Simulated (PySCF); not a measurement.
PySCF was given this input:
```python
from pyscf import gto, scf, dft

mol = gto.M(
    atom='''
B    -0.788053    0.152930   -0.225108
N     0.621707   -0.040988    0.055055
H    -1.388550   -0.893044   -0.304140
H    -1.375597    0.656645    0.703314
H     1.374430    0.320289   -0.510347
H     0.978033   -0.561622    0.851326
''',
    basis='def2-tzvp',
    charge=0,
    spin=2,
    verbose=4,
)

mf = dft.UKS(mol)
mf.xc = 'blyp'
mf.kernel()
mf.analyze()
```

Problem. What does this run give for the number of basis functions, HOMO energy, <S^2>, nuclear repulsion energy, total energy?

Solution. 
```
Property                          Result
-------------------------  -------------
number of basis functions             86
HOMO energy                     -3.38 eV
<S^2>                              2.003
nuclear repulsion energy      31.5866 Eh
total energy               -81.883492 Ha
```

These values belong to the state on which the SCF converged, which isn't shown to be the lowest.
